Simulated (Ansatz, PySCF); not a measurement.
C₂H₄F₂Si. Atoms are numbered in the order given.

```xyz
9

C     -1.3904     1.2054     0.0000
C     -0.0990     0.8658     0.0000
F      0.8647     1.8264     0.0000
Si     0.5981    -0.8797     0.0000
F     -0.6855    -1.8856     0.0000
H     -2.1486     0.4205     0.0000
H     -1.7097     2.2511     0.0000
H      1.4046    -1.1243    -1.2187
H      1.4046    -1.1243     1.2187
```

Coordinates come from a TPSSh-D3(BJ)/def2-SVP optimisation. The structure was generated by enumeration, and PubChem lists no compound with its InChIKey, so it may never have been made. One conformer was computed; it need not be the lowest.

Vertical ionisation energy (IE) and electron affinity (EA) in eV. Rows of orbital energies are one-electron estimates. Where ΔSCF, EOM or ADC give a negative EA the extra electron is unbound and the value depends on the basis.

| level | IE | EA |
|---|---|---|
| −ε(HOMO), −ε(LUMO), CAM-B3LYP/def2-TZVP (PySCF) | 9.33 | -0.52 |
| −ε(HOMO), −ε(LUMO), PBE/def2-TZVP (PySCF) | 6.74 | 1.60 |
| ΔSCF, CAM-B3LYP/def2-TZVPD (Ansatz), final states of multiplicity 2 and 2 | 10.35 | -1.08 |
| ΔSCF, PBE/def2-TZVPD (Ansatz), final states of multiplicity 2 and 2 | [?] | [?] |

Problem. Some entries are withheld; supply them. (Estimate from the structure and the level; the computed values follow.)

Solution. 
- ΔSCF, PBE/def2-TZVPD (Ansatz, a program for electronic structure), final states of multiplicity 2 and 2, IE: 10.07
- ΔSCF, PBE/def2-TZVPD (Ansatz), final states of multiplicity 2 and 2, EA: -0.79

Problem. What vertical singlet–triplet gap does ΔSCF give with CAM-B3LYP/def2-TZVPD (Ansatz) and with PBE/def2-TZVPD (Ansatz)? (An estimate is asked for; the answer gives what the named calculation found.)

Solution. 4.10 and 4.15 eV (triplet above singlet where positive).
